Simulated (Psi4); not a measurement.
BiF₃, charge -1, doublet, geometry from GFN2-xTB (such geometries of metal compounds can be far from the true shape) (a state made from the parent by changing its charge; the spin is typed, not shown lowest) (core potentials on Bi) (a gas-phase anion, which may not be bound at this level); BLYP/def2-TZVP run with Psi4.

Here is a job for Psi4.
```
memory 2 GB

molecule {
-1 2
  Bi   -0.00000000    0.00000000   -0.00000000
  F    -1.82625889   -1.38897808   -0.00746710
  F    -0.28966236    2.27575214    0.03981639
  F     2.11592124   -0.88677405   -0.03234929
}

set basis def2-tzvp
set reference uks
set scf_type pk
set puream true
set d_convergence 1e-8
set dft_radial_points 99
set dft_spherical_points 590

energy('blyp')
print_variables()
```

What the program printed (banner, timings and long lists left out):

```
   => Loading Basis Set <=

    Name: DEF2-TZVP
    Role: ORBITAL
    Keyword: BASIS

    !!!  WARNING: ECP capability is in beta. Please check occupations closely.  !!!

         ---------------------------------------------------------
                                   SCF
               by Justin Turney, Rob Parrish, Andy Simmonett
                          and Daniel G. A. Smith
                              UKS Reference
         ---------------------------------------------------------

  ==> Geometry <==

    Molecular point group: cs
    Full point group: C1

    Geometry (in Angstrom), charge = -1, multiplicity = 2:

       Center              X                  Y                   Z               Mass
    ------------   -----------------  -----------------  -----------------  -----------------
         BI          -0.000000000714    -0.000000000714     0.000000000000   208.980399100000
         F           -1.388913371069     1.826323368040     0.000000000000    18.998403162730
         F            2.276099123400     0.289672586241     0.000000000000    18.998403162730
         F           -0.887185744476    -2.115995946425     0.000000000000    18.998403162730

  Running in cs symmetry.

  Rotational constants: A =      0.11236  B =      0.11236  C =      0.05618 [cm^-1]
  Rotational constants: A =   3368.59365  B =   3368.59364  C =   1684.29682 [MHz]
  Nuclear repulsion =  175.579835856422363

  Charge       = -1
  Multiplicity = 2
  Electrons    = 51
  Nalpha       = 26
  Nbeta        = 25

  ==> Algorithm <==

  SCF Algorithm Type is PK.
  DIIS enabled.
  MOM disabled.
  Fractional occupation disabled.
  Guess Type is SAD.
  Energy threshold   = 1.00e-06
  Density threshold  = 1.00e-08
  Integral threshold = 1.00e-12

  ==> Primary Basis <==

  Basis Set: DEF2-TZVP
    Blend: DEF2-TZVP
    Number of shells: 49
    Number of basis functions: 143
    Number of Cartesian functions: 167
    Spherical Harmonics?: true
    Max angular momentum: 3

  Core potential: DEF2-TZVP
    Number of shells: 4
    Number of ECP primitives: 18
    Number of ECP core electrons: 60
    Max angular momentum: 3

  ==> DFT Potential <==

   => LibXC <=

    Version 7.1.2
    S. Lehtola, C. Steigemann, M. J. T. Oliveira, and M. A. L. Marques,  SoftwareX 7, 1–5 (2018) (10.1016/j.softx.2017.11.002)

   => Composite Functional: BLYP <=

    BLYP GGA Exchange-Correlation Functional

    P.J. Stephens et. al., J. Phys. Chem., 98, 11623-11627, 1994
[...]

   @Spin Contamination Metric:   1.090829675E-03
   @S^2 Expected:                7.500000000E-01
   @S^2 Observed:                7.510908297E-01
   @S   Expected:                5.000000000E-01
   @S   Observed:                5.000000000E-01

    Orbital Energies [Eh]
    ---------------------

    Alpha Occupied:

[...]
    Alpha Virtual:

[...]
    Beta Occupied:

[...]
      19Ap    -0.076174

    Beta Virtual:

[...]
      96Ap   118.646122

    Final Occupation by Irrep:
             Ap   App
    DOCC [    19,    6 ]
    SOCC [     0,    1 ]
    NA   [    19,    7 ]
    NB   [    19,    6 ]

  @UKS Final Energy:  -514.41021215354408

   => Energetics <=

    Nuclear Repulsion Energy =            175.5798358564223633
    One-Electron Energy =               -1153.6872902132622585
    Two-Electron Energy =                 512.4377005033388741
    DFT Exchange-Correlation Energy =     -48.7404583000430947
    Empirical Dispersion Energy =           0.0000000000000000
    VV10 Nonlocal Energy =                  0.0000000000000000
    Total Energy =                       -514.4102121535440801

  UHF NO Occupations:
  HONO-2 :    6App 1.9999241
  HONO-1 :   19 Ap 1.9997150
  HONO-0 :    7App 1.0000000
  LUNO+0 :   20 Ap 0.0002850
  LUNO+1 :    8App 0.0000759
  LUNO+2 :   21 Ap 0.0000635
  LUNO+3 :   22 Ap 0.0000635

Computation Completed

Properties will be evaluated at   0.000000,   0.000000,   0.000000 [a0]

Properties computed using the SCF density matrix

 Multipole Moments:

 ------------------------------------------------------------------------------------
     Multipole            Electronic (a.u.)      Nuclear  (a.u.)        Total (a.u.)
 ------------------------------------------------------------------------------------

 L = 1.  Multiply by 2.5417464519 to convert [e a0] to [Debye]
 Dipole X            :         -0.0000056            0.0000001           -0.0000055
 Dipole Y            :          0.0000029            0.0000001            0.0000030
 Dipole Z            :          0.0000000            0.0000000            0.0000000
 Magnitude           :                                                    0.0000062

 ------------------------------------------------------------------------------------

  Variable Map:
  ----------------------------------------------------------------------------
[...]
  Array Variable Map:
  ----------------------------------------------------------------------------
[...]
[...]
```
